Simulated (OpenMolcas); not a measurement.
An atom or ion with 22 electrons was computed by SS-CASPT2, IPEA 0.25 Eh, imaginary shift 0.1 Eh with spin-orbit coupling (OpenMolcas, ANO-RCC-VQZP, DKH2). The lowest levels that the run gave, each within 12 % of the measured value where one is at hand:

| J | Parity | E (cm-1) | g |
| --- | --- | --- | --- |
| 0 | even | 0.0 |  |
| 1 | even | 147 | 1.501 |
| 2 | even | 431 | 1.501 |
| 3 | even | 838 | 1.501 |
| 4 | even | 1351 | 1.501 |
| 0 | even | 24310 |  |
| 4 | even | 25140 | 0.805 |
| 1 | even | 25190 | 1.500 |
| 5 | even | 25460 | 1.036 |
| 6 | even | 25820 | 1.167 |
| 2 | even | 26680 | 1.500 |
| 2 | even | 27070 | 0.667 |

**Question.** Which ion is it, and what are the configurations and terms?

**Answer.** Fe4+ (Z = 26, charge +4; active space 4 electrons in 5 orbitals (3d)). J, parity and g give the terms where levels are pure, and mixed ones are named by the computed weights; the size of the splittings, set against known spectra of the 22-electron sequence, gives the charge. In order, with the measured energies in cm-1 (Corliss and Sugar, J. Phys. Chem. Ref. Data 11, 135 (1982)): 3d4 5D0, 3d4 5D1 (142), 3d4 5D2 (417), 3d4 5D3 (803), 3d4 5D4 (1283), 3d4 3P0(1) (24055), 3d4 3H4 (24932), 3d4 3P1(1) (24973), 3d4 3H5 (25226), 3d4 3H6 (25528), 3d4 3P2(1) (26468), 3d4 3F2(1) (26761).

Term energies are means over components that CASPT2 splits; among the terms shown or strongly mixed into the levels shown the widest spread is 120 cm-1 (3d4 3F(1)). Measured partners are found by configuration, term and J. A level has none where our copy of the source lacks it or the pairing is in doubt (some pairs that miss far off the trend of their configuration count as doubtful), and it then counts in no deviation. Levels of configurations outside the active space are missing.

A number in round brackets counts repeated terms of one configuration in the order of the reference energies.
